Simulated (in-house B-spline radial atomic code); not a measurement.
Results of a calculation; reference values are marked as such.
Two electrons in Ge: a Gaussian well −V exp(−r²/w²) with V = 16.1 meV and w = 42.6 nm

For Ge the NSM archive of the Ioffe Institute lists m_l = 1.6 m0, m_t = 0.08 m0 and ε = 16.2; the model takes one isotropic valley with the conductivity mass 3/(1/m_l + 2/m_t) = 0.117 m0, and so misses anisotropy and the other valleys. All triplets below are those of one valley; with several valleys two electrons can form a triplet in the 1s orbital itself, at an energy set by the valley splitting.

Effective-mass model with parabolic bands, a uniform dielectric constant, no image charges, no central-cell or spin-orbit terms. Two-electron levels come from full CI in B-splines with partial waves to l = 5 (up to 0.001 effective hartree above the limit).

**Question.** What are the effective units, and what is the potential in them?

**Answer.** Ha* = 27211.386 meV × 0.117/16.2² = 12.13 meV and a* = 0.0529177 nm × 16.2/0.117 = 7.327 nm. V = 1.33 Ha* and w = 5.81 a*.

In these units the lowest s and p orbitals lie at -0.937359 and -0.696012, and their Coulomb and exchange integrals are J_ss = 0.394789, J_sp = 0.320591 and K_sp = 0.06228. Full CI gives -1.542022 for the ground singlet, -1.392356 for the sp triplet, -1.312907 for the sp singlet and -1.207790 for the lowest triplet of two s orbitals.

**Question.** What does it cost to add the second electron, to first order and exactly?

**Answer.** To first order E = 2ε_s + J_ss = -1.479928, so the charging energy E(2) − 2E(1) is J_ss = 4.789 meV. CI gives -1.542022 − 2 × (-0.937359) = 0.332695, or 4.036 meV: relaxation and correlation lower it by 0.7533 meV, 15.7 % of J_ss. The s² configuration of one-electron orbitals holds 90.3 % of the state, and the mean radius is 19.3 nm. The second electron is bound by ε_s − E = 7.335 meV, against 11.37 meV for the first.

**Question.** How far above the singlet do the triplets lie?

**Answer.** To first order the sp triplet lies at ε_s + ε_p + J_sp − K_sp = -1.375060, which is 1.272 meV above 2ε_s + J_ss. CI gives -1.392356 − (-1.542022) = 0.149666, or 1.816 meV, 62 % of the orbital spacing of 2.928 meV. The ss triplet lies 4.055 meV up, so the lower of the two is the sp one, and its gap equals k_BT at 21.1 K. The sp singlet-triplet splitting is 0.9638 meV, against 2K_sp = 1.511 meV.
